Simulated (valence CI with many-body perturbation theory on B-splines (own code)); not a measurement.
The numbers below are computed, except where a source is named.
# Energy levels of In¹⁰⁺

Method: relativistic CI+MBPT: three valence electrons over a frozen Dirac-Fock core [Kr], a basis of 9 s, 9 p, 10 d, 8 f, 5 g, 3 h, 1 i functions for each j, with the one-electron correlation potential Σ1, the two-electron term Σ2, the three-electron term Σ3, Breit, model QED; selected CI, second order for the rest, scaled by the run's own slope (own B-spline code, finite nucleus).

No measured levels were compared; by estimate terms of the open shell hold to 2 to 4 % of their energy, and close levels can change places. Core correlation moves these levels by up to 2800 cm⁻¹, and in measured spectra 5 to 20 % of such shifts remained as error; rates that hang on mixing are uncertain with them. The list stops below the first excitations out of the core. Only levels of the ground parity were solved; by the run's estimate the other parity begins above the list, which can be wrong where configurations are misplaced.

Levels 1 to 19 of 19, with energies above the lowest level, 4d3 4F_3/2. "Leading %" is the weight of the configuration and term that name the level; weights of strongly mixed levels are sums over their largest components and can fall short. In the jj column 3d3/2^4 stands for four electrons in 3d with j = 3/2.

| No. | Configuration | Term | J | E (eV) | Leading % | Second component | g | Leading jj |
| --- | --- | --- | --- | --- | --- | --- | --- | --- |
| 1 | 4d3 | 4F | 3/2 | 0.000 | 93 | 6 % 4d3 2D | 0.429 | 4d3/2^3 (58 %) |
| 2 | 4d3 | 4F | 5/2 | 0.586 | 97 |  | 1.032 | 4d3/2^2 4d5/2 (86 %) |
| 3 | 4d3 | 4F | 7/2 | 1.186 | 95 | 4 % 4d3 2G | 1.223 | 4d3/2 4d5/2^2 (61 %) |
| 4 | 4d3 | 4F | 9/2 | 1.728 | 85 | 14 % 4d3 2G | 1.296 | 4d3/2 4d5/2^2 (47 %) |
| 5 | 4d3 | 4P | 3/2 | 2.566 | 62 | 27 % 4d3 2P | 1.516 | 4d3/2^2 4d5/2 (69 %) |
| 6 | 4d3 | 4P | 1/2 | 2.752 | 83 | 17 % 4d3 2P | 2.334 | 4d3/2^2 4d5/2 (89 %) |
| 7 | 4d3 | 2G | 7/2 | 3.337 | 94 | 4 % 4d3 4F | 0.908 | 4d3/2 4d5/2^2 (56 %) |
| 8 | 4d3 | 2H | 9/2 | 3.456 | 53 | 36 % 4d3 2G | 1.029 | 4d3/2^2 4d5/2 (65 %) |
| 9 | 4d3 | 4P | 5/2 | 3.583 | 95 | 4 % 4d3 2D | 1.581 | 4d3/2 4d5/2^2 (64 %) |
| 10 | 4d3 | 2D | 3/2 | 4.170 | 51 | 31 % 4d3 4P | 1.149 | 4d3/2 4d5/2^2 (87 %) |
| 11 | 4d3 | 2P | 1/2 | 4.440 | 83 | 17 % 4d3 4P | 1.001 | 4d3/2 4d5/2^2 (89 %) |
| 12 | 4d3 | 2H | 11/2 | 4.688 | 100 |  | 1.090 | 4d3/2 4d5/2^2 (100 %) |
| 13 | 4d3 | 2G | 9/2 | 4.996 | 50 | 46 % 4d3 2H | 1.027 | 4d5/2^3 (64 %) |
| 14 | 4d3 | 2D | 5/2 | 5.155 | 94 |  | 1.206 | 4d3/2 4d5/2^2 (62 %) |
| 15 | 4d3 | 2P | 3/2 | 5.801 | 58 | 34 % 4d3 2D | 1.167 | 4d5/2^3 (86 %) |
| 16 | 4d3 | 2F | 7/2 | 6.553 | 97 |  | 1.137 | 4d3/2 4d5/2^2 (82 %) |
| 17 | 4d3 | 2F | 5/2 | 6.610 | 94 | 6 % 4d3 2D | 0.878 | 4d3/2 4d5/2^2 (49 %) |
| 18 | 4d3 | 2D | 5/2 | 10.128 | 93 | 5 % 4d3 2F | 1.187 | 4d5/2^3 (53 %) |
| 19 | 4d3 | 2D | 3/2 | 10.149 | 99 |  | 0.800 | 4d3/2 4d5/2^2 (86 %) |

Names give the largest LS component (configuration and term), which can be under half, so a name can repeat, a term be missing and a line seem to break the LS rules; names also repeat where a configuration has a term twice.

The ionisation energy to 4d2 3F_2 of the next ion comes out as 202.4 eV (NIST: 201 ± 2.4 eV (theoretical)). All 19 levels together are meant to be complete up to 49.415 eV.
